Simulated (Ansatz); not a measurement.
Geometry optimisation, UKS r2SCAN-D4/STO-3G in Ansatz 0.2.0.

input.yaml

```yaml
crystal:
  periodic: [false, false, false]
  atoms:
    - { symbol: C, position_ang: [1.3631, 0.3474, 0.8549] }
    - { symbol: S, position_ang: [1.3266, 0.1543, -0.9612] }
    - { symbol: Al, position_ang: [-0.9584, -0.0729, -1.1532] }
    - { symbol: O, position_ang: [-1.6174, -1.7225, -0.9812] }
    - { symbol: Cl, position_ang: [-2.1964, 1.7005, -1.4542] }
    - { symbol: H, position_ang: [0.7219, 1.3091, 1.1058] }
    - { symbol: H, position_ang: [2.383, 0.5366, 1.201] }
    - { symbol: H, position_ang: [0.9253, -0.4848, 1.3361] }
    - { symbol: H, position_ang: [-1.8594, -1.8141, 0.0348] }
magnetization:
  spin_polarized: true
basis:
  gaussian: { orbitals: STO-3G }
hamiltonian:
  xc: r2scan
  dispersion: d4
relax:
  f_tol: 0.02
  max_steps: 40
```

Command:

```bash
$ ansatz run input.yaml --threads 1 --pin off --max-ram 2048MiB --backend cpu --events-out ev --progress --plain --runs-dir out
```

Problem. Where does it end, and by what steps?

Solution. The forces met the threshold. The force dipped under the threshold on the way, but the program's further checks kept it going. Limits of this set-up: minimal basis. After 25 steps the energy has fallen by 1.375 eV; Cl5 moved furthest, 1.52 Å.

```json
{"step": "0", "energy less start (eV)": "0.0000", "largest force component (eV/Å)": "4.031", "accepted": "yes"}
{"step": "1", "energy less start (eV)": "-0.6410", "largest force component (eV/Å)": "1.278", "accepted": "yes"}
{"step": "2", "energy less start (eV)": "-0.7005", "largest force component (eV/Å)": "1.016", "accepted": "yes"}
{"step": "3", "energy less start (eV)": "-0.7996", "largest force component (eV/Å)": "0.756", "accepted": "yes"}
{"step": "4", "energy less start (eV)": "-0.8502", "largest force component (eV/Å)": "1.821", "accepted": "yes"}
{"step": "5", "energy less start (eV)": "-1.0007", "largest force component (eV/Å)": "2.125", "accepted": "yes"}
{"step": "6", "energy less start (eV)": "-1.0884", "largest force component (eV/Å)": "1.331", "accepted": "yes"}
{"step": "7", "energy less start (eV)": "-1.0918", "largest force component (eV/Å)": "1.014", "accepted": "yes"}
{"step": "8", "energy less start (eV)": "-1.1381", "largest force component (eV/Å)": "0.338", "accepted": "yes"}
{"step": "9", "energy less start (eV)": "-1.1466", "largest force component (eV/Å)": "0.151", "accepted": "yes"}
{"step": "10", "energy less start (eV)": "-1.1580", "largest force component (eV/Å)": "0.239", "accepted": "yes"}
{"step": "11", "energy less start (eV)": "-1.1681", "largest force component (eV/Å)": "0.560", "accepted": "yes"}
{"step": "12", "energy less start (eV)": "-1.1977", "largest force component (eV/Å)": "0.577", "accepted": "yes"}
{"step": "13", "energy less start (eV)": "-1.2450", "largest force component (eV/Å)": "0.635", "accepted": "yes"}
{"step": "14", "energy less start (eV)": "-1.3013", "largest force component (eV/Å)": "0.330", "accepted": "yes"}
{"step": "15", "energy less start (eV)": "-1.3495", "largest force component (eV/Å)": "0.221", "accepted": "yes"}
{"step": "16", "energy less start (eV)": "-1.3613", "largest force component (eV/Å)": "0.311", "accepted": "yes"}
{"step": "17", "energy less start (eV)": "-1.3685", "largest force component (eV/Å)": "0.150", "accepted": "yes"}
{"step": "18", "energy less start (eV)": "-1.3736", "largest force component (eV/Å)": "0.026", "accepted": "yes"}
{"step": "19", "energy less start (eV)": "-1.3742", "largest force component (eV/Å)": "0.022", "accepted": "yes"}
{"step": "20", "energy less start (eV)": "-1.3743", "largest force component (eV/Å)": "0.129", "accepted": "yes"}
{"step": "21", "energy less start (eV)": "-1.3749", "largest force component (eV/Å)": "0.042", "accepted": "yes"}
{"step": "22", "energy less start (eV)": "-1.3751", "largest force component (eV/Å)": "0.005", "accepted": "yes"}
{"step": "23", "energy less start (eV)": "-1.3753", "largest force component (eV/Å)": "0.014", "accepted": "yes"}
{"step": "24", "energy less start (eV)": "-1.3751", "largest force component (eV/Å)": "0.035", "accepted": "no"}
{"step": "25", "energy less start (eV)": "-1.3753", "largest force component (eV/Å)": "0.012", "accepted": "yes"}
```

```xyz
9
Properties=species:S:1:pos:R:3
C 1.433 0.232 0.802
S 0.920 1.110 -0.724
Al -0.937 0.159 -0.948
O -1.445 -1.020 0.161
Cl -2.210 0.635 -2.537
H 0.754 0.419 1.648
H 2.429 0.600 1.086
H 1.506 -0.858 0.661
H -2.362 -1.324 -0.166
```

Whether the end is a true minimum wasn't checked by a vibrational analysis.

The run took 3.2 min on 1 thread of Arm Neoverse V1 (shared host), peak memory 0.25 GiB.
